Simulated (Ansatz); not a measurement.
Sn21AsH32⁻. Charge -1, multiplicity 1. Geometry r2SCAN-D4/def2-SVP, basis def2-TZVP, Ansatz.

Cartesian coordinates in Å:
```
Sn -4.134 1.431 3.230
Sn -1.206 -4.951 1.386
Sn -0.508 -3.372 -3.119
Sn -3.180 3.524 -0.585
Sn -1.346 1.037 -3.680
As -1.851 -0.647 0.070
Sn 0.378 0.834 2.734
Sn 1.999 -1.775 0.626
Sn 1.109 2.129 0.335
Sn 2.828 -0.583 -3.381
Sn 5.712 0.872 0.414
Sn -2.933 -2.739 1.253
Sn -3.872 1.003 0.470
Sn -1.617 2.235 4.161
Sn -2.286 -1.295 -2.446
Sn 1.487 -4.284 1.887
Sn 2.039 -2.894 -2.003
Sn -3.097 3.194 -3.359
Sn -0.610 4.375 0.208
Sn 1.139 1.457 -2.419
Sn 4.858 -1.784 0.860
Sn 3.783 2.878 0.861
H -5.316 2.669 3.478
H -4.707 0.054 4.092
H -1.948 -5.972 2.574
H -1.435 -5.793 -0.104
H -0.499 -3.421 -4.851
H -1.208 -4.874 -2.635
H -4.407 4.663 -0.132
H -1.018 0.756 -5.358
H -0.224 -0.775 2.762
H 1.816 0.837 3.700
H 2.666 -0.503 -5.103
H 4.457 -0.118 -3.044
H 6.241 1.148 -1.208
H 7.063 1.357 1.388
H -4.461 -3.097 0.520
H -3.302 -2.173 2.844
H -5.345 0.442 -0.252
H -1.518 1.904 5.855
H -1.525 3.950 4.021
H -3.957 -1.634 -2.750
H 2.330 -5.745 1.473
H 1.543 -4.259 3.622
H 3.025 -4.205 -2.580
H -4.655 2.841 -4.019
H -2.538 4.604 -4.186
H -0.109 5.494 -1.013
H -0.748 5.306 1.656
H 1.703 3.000 -2.997
H 5.447 -2.079 2.469
H 5.924 -2.721 -0.143
H 3.856 3.421 2.503
H 4.158 4.278 -0.084
```

```csv
run,HOMO (eV),LUMO (eV)
A,-2.68,-0.73
B,-3.42,-0.05
C,-2.89,-0.61
D,-2.77,-0.75
```

In the def2 sets Sn takes a core potential; there is no spin–orbit coupling. Single mean-field runs in def2-TZVP are fitted with def2-universal-jkfit.

The runs used BLYP, PBE, PBE0, r2SCAN. Estimate which is which.

A BLYP (0 % exact exchange); B PBE0 (25 % exact exchange); C r2SCAN (0 % exact exchange); D PBE (0 % exact exchange). Exact exchange lowers occupied and raises empty levels; among semilocal functionals meta-GGAs tend to open the gap a little, and such runs are hard to tell apart. The gap grows from 1.96 eV (BLYP) to 3.37 eV (PBE0).
